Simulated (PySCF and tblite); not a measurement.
Values are calculated unless marked as measured or tabulated.
Dynamics report: pyramidal inversion

System: C₅H₇F₂NSi, numbered as in [CH:1]#[C:2][Si@H:3]([CH:4]([F:5])[F:6])[N:7]1[CH2:8][CH2:9]1.

Motion: pyramidal inversion at N7. Level: PBE0/pcSseg-1 + D3(BJ), IEF-PCM benzene on GFN2-xTB stationary points, with GFN2-xTB thermal terms. Rate constants are transition-state-theory values, counting equivalent paths, without tunnelling. Run with tblite and PySCF.

| point | symmetry | E(GFN2) kcal/mol | E(DFT) kcal/mol | ZPE change kcal/mol | lowest mode cm⁻¹ | dipole D |
| --- | --- | --- | --- | --- | --- | --- |
| start | C1 | 0.0 | 0.0 | 0.00 | 28 | 3.25 |
| saddle | C1 | 2.2 | 2.4 | -0.36 | 154i | 3.48 |
| end | C1 | 0.5 | -0.5 | 0.04 | 23 | 4.28 |

- Electronic barrier: 2.4 kcal/mol
- Barrier with zero-point energy: 2.1 kcal/mol
- ΔH‡ (298 K): 1.8 kcal/mol
- ΔS‡ (298 K, symmetry apart): -1.9 cal/(mol K)
- Paths: 1 equivalent path
- End point: a different minimum
- Mean lifetime of the start against this motion at 298 K: 8 ps
- Cost: 110 s on 1 thread of Arm Neoverse V2, on a host shared with other jobs (rough), peak memory 0.97 GiB, launched as `OMP_NUM_THREADS=1 python ens_run.py task.json out`

```
T/K  ΔG‡ kcal/mol     k s⁻¹  ΔG kcal/mol  k back s⁻¹
200           2.2  1.8×10¹⁰         -0.5     5.6×10⁹
250           2.2  5.8×10¹⁰         -0.5    2.3×10¹⁰
298           2.3  1.2×10¹¹         -0.5    5.6×10¹⁰
350           2.4  2.3×10¹¹         -0.5    1.2×10¹¹
400           2.5  3.5×10¹¹         -0.5    1.9×10¹¹
```

ΔG and ΔG‡ leave out symmetry numbers and mirror images; rates count paths: 1 out, 1 back.
